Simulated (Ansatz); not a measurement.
Frontier orbitals of `C[NH][Ge]([Cl])([Cl])[Cl]`.

The species carries charge 0 and has multiplicity 1. Correlated methods include outer-core shells of Ge, which these sets cover unevenly. Scalar relativity is left out up to krypton. The geometry is a stationary point of PBE0-D4/def2-TZVP. It is one conformer, not always the lowest. Basis def2-TZVPP, Ansatz 0.2.0.

| functional | HOMO (eV) | LUMO (eV) |
| --- | --- | --- |
| CAM-B3LYP | -9.16 | -0.21 |

(1) Give HOMO and LUMO (eV) with LDA (SPW92), PBE, revPBE, BLYP, r2SCAN, B97M-V, PBE0, B3LYP, r2SCANh, r2SCAN0, HSE06 (plane-wave form), BHLYP, LC-ωPBE, ωB97X-V, ωB97M-V. (Estimate.)

## Answers

(1) The calculation gave: 
| functional | HOMO | LUMO |
| --- | --- | --- |
| LDA (SPW92) | -6.47 | -2.56 |
| PBE | -6.33 | -2.26 |
| revPBE | -6.27 | -2.15 |
| BLYP | -6.20 | -2.20 |
| r2SCAN | -6.64 | -2.02 |
| B97M-V | -6.74 | -1.91 |
| PBE0 | -7.75 | -1.26 |
| B3LYP | -7.51 | -1.57 |
| r2SCANh | -7.17 | -1.66 |
| r2SCAN0 | -7.97 | -1.11 |
| HSE06 (plane-wave form) | -7.35 | -1.63 |
| BHLYP | -9.09 | -0.18 |
| LC-ωPBE | -10.56 | 1.07 |
| ωB97X-V | -10.19 | 0.97 |
| ωB97M-V | -10.08 | 0.82 |

B3LYP here is the variant with VWN-RPA as its local correlation; programs differ in this. LC-ωPBE has ω = 0.4 bohr⁻¹. Positive LUMOs are unbound and depend on the basis.
